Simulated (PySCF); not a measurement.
p-cresol (C7H8O), SMILES c1(ccc(cc1)O)C.

Coordinates come from a B3LYP-D3(BJ)/def2-SVP optimisation. The values are those of a single conformer.

Method: B3LYP/def2-TZVP (PySCF).

Isolated molecule, no solvent.

Computed frontier levels, gap, dipole moment:
```
Item                                                                                                            Result
---------------------------------------------------------------------------------------------  -----------------------
highest occupied level                                                                                        -6.05 eV
lowest empty level                                                                                            -0.46 eV
orbital gap                                                                                                    5.58 eV
dipole moment                                                                                                   1.29 D
quadrupole, principal values (traceless, Buckingham form, about the centre of nuclear charge)  -7.87, -3.74, 11.61 D·Å
```
